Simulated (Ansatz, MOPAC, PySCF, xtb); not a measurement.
Complex: C2H6 (SMILES CC) (first 8 atoms) with C3H6 (SMILES C=CC); geometry from B3LYP-D3(BJ)/def2-TZVP, rigid monomers moved along the line of their centres of mass till H4···C10 is 2.64 Å.
(charge 0, multiplicity 1):
```xyz
17

C      0.4768    -0.5425     0.4855
C     -0.5338     0.5985     0.5413
H      0.2421    -1.2415    -0.3199
H      0.4822    -1.1043     1.4206
H      1.4886    -0.1697     0.3124
H     -0.5574     1.1564    -0.3971
H     -0.2915     1.3023     1.3393
H     -1.5411     0.2241     0.7320
C     -1.2706    -0.3618     3.8446
C      0.0487    -0.4580     3.9436
C      1.0096     0.6764     3.7851
H     -1.7552     0.5852     3.6348
H     -1.9138    -1.2237     3.9666
H      0.4889    -1.4300     4.1517
H      1.6971     0.4926     2.9544
H      0.4896     1.6165     3.5970
H      1.6246     0.7978     4.6812
```

Interaction energies are E(AB) − E(A) − E(B) at the monomers' geometry in the complex; basis-set methods are counterpoise corrected. Rows marked so take none.

Rows in 6-31G*, STO-3G carry no dispersion term and start afresh at each structure (6-31G* with six Cartesian d functions). MP2/6-31G* freezes PySCF's default core. The state that PM7 reach isn't checked; PM7 holds dispersion and hydrogen-bond terms.

Programs: Ansatz (Gaussian orbitals); MOPAC for PM7 (differences of heats of formation); PySCF for 6-31G* rows, STO-3G rows, the dispersion terms; xtb for the GFN methods. Values without a source in brackets are computed.

```json
[
 {"level": "PM7", "interaction energy (kcal/mol)": "-1.26"},
 {"level": "GFN2-xTB", "interaction energy (kcal/mol)": "-0.74"},
 {"level": "HF/STO-3G (no counterpoise)", "interaction energy (kcal/mol)": "2.14"},
 {"level": "r2SCAN-D3(BJ)/def2-TZVPPD", "interaction energy (kcal/mol)": "-1.21"},
 {"level": "r2SCAN-D4/def2-TZVPPD", "interaction energy (kcal/mol)": "-1.09"},
 {"level": "M06-2X/6-31G* (no counterpoise)", "interaction energy (kcal/mol)": "-2.29"},
 {"level": "wB97X-V/def2-TZVPPD", "interaction energy (kcal/mol)": "-1.06"},
 {"level": "wB97M-V/def2-TZVPPD", "interaction energy (kcal/mol)": "-1.21"},
 {"level": "MP2/6-31G* (no counterpoise)", "interaction energy (kcal/mol)": "[?]"}
]
```

Q: What belongs in the gaps?

A: 
- MP2/6-31G* (no counterpoise), interaction energy (kcal/mol): -0.49

Ansatz is a quantum-chemistry and plane-wave program.
